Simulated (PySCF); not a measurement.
C₃H₉BO₂, SMILES B(CO)(OC)C. Atoms are numbered in the order given.

```xyz
15

C     -0.2401     2.4581     0.0000
O     -0.7670     1.1478     0.0000
B      0.0136     0.0327     0.0000
C      1.5872     0.0947     0.0000
C     -0.7978    -1.3302     0.0000
O      0.0699    -2.4530     0.0000
H      0.3792     2.6471    -0.8935
H     -1.0801     3.1683     0.0000
H      0.3792     2.6471     0.8935
H      1.9614     0.6454    -0.8822
H      1.9614     0.6454     0.8822
H      2.0282    -0.9110     0.0000
H     -1.4747    -1.3223    -0.8832
H     -1.4747    -1.3223     0.8832
H     -0.4662    -3.2548     0.0000
```
Charge 0, spin multiplicity 1.

Geometry optimised at B3LYP-D3(BJ)/def2-SVP. The structure was generated by enumeration, and PubChem lists no compound with its InChIKey, so it may never have been made. Other conformers were not sampled.

All values below come from B3LYP-D3(BJ)/def2-SVP (PySCF).

No scaling factor is applied to the harmonic values.

Question: Estimate the vibrational spectrum. (The exact figures need the calculation; the answer reports its results.)

Answer: 
| mode | ν (cm⁻¹) | IR (km/mol) | moving atoms (share of kinetic energy) |
|---|---|---|---|
| 1 | 32 | 6.7 | H 35 %, O 33 %, C 30 % |
| 2 | 55 | 0.3 | H 98 % |
| 3 | 102 | 1.8 | H 90 % |
| 4 | 170 | 14.0 | H 37 %, O 37 %, C 20 % |
| 5 | 195 | 6.3 | O 33 %, C 33 %, H 23 %, B 11 % |
| 6 | 255 | 0.5 | C 55 %, H 33 %, O 11 % |
| 7 | 310 | 89.2 | H 85 %, O 8 % |
| 8 | 404 | 6.2 | O 50 %, C 36 %, H 12 % |
| 9 | 428 | 31.1 | H 47 %, B 40 %, O 13 % |
| 10 | 476 | 1.6 | O 39 %, H 27 %, C 23 %, B 10 % |
| 11 | 685 | 7.0 | H 76 %, C 22 % |
| 12 | 690 | 1.5 | C 62 %, H 28 %, O 10 % |
| 13 | 853 | 5.7 | H 60 %, C 27 %, O 11 % |
| 14 | 955 | 11.3 | H 40 %, B 34 %, C 24 % |
| 15 | 1050 | 23.7 | C 43 %, O 32 %, B 14 %, H 11 % |
| 16 | 1098 | 56.7 | C 37 %, O 31 %, H 20 %, B 12 % |
| 17 | 1156 | 82.3 | H 43 %, B 33 %, C 14 %, O 10 % |
| 18 | 1173 | 0.7 | H 76 %, C 19 % |
| 19 | 1189 | 109.0 | H 75 %, B 12 % |
| 20 | 1205 | 39.6 | H 71 %, C 16 % |
| 21 | 1230 | 2.0 | H 91 % |
| 22 | 1307 | 117.2 | H 64 %, C 22 % |
| 23 | 1383 | 118.7 | H 38 %, B 25 %, C 23 %, O 14 % |
| 24 | 1412 | 151.7 | H 67 %, C 17 %, B 11 % |
| 25 | 1430 | 46.2 | H 84 %, C 8 % |
| 26 | 1453 | 1.7 | H 96 % |
| 27 | 1465 | 1.0 | H 84 %, C 12 % |
| 28 | 1470 | 7.5 | H 95 % |
| 29 | 1479 | 8.8 | H 97 % |
| 30 | 1500 | 57.2 | H 65 %, B 17 %, O 11 % |
| 31 | 2938 | 50.5 | H 95 % |
| 32 | 2964 | 53.3 | H 91 %, C 9 % |
| 33 | 3012 | 36.6 | H 97 % |
| 34 | 3014 | 18.5 | H 97 % |
| 35 | 3074 | 12.0 | H 91 %, C 9 % |
| 36 | 3087 | 32.2 | H 90 %, C 10 % |
| 37 | 3121 | 28.9 | H 90 %, C 10 % |
| 38 | 3147 | 4.2 | H 91 %, C 9 % |
| 39 | 3826 | 22.4 | H 94 % |
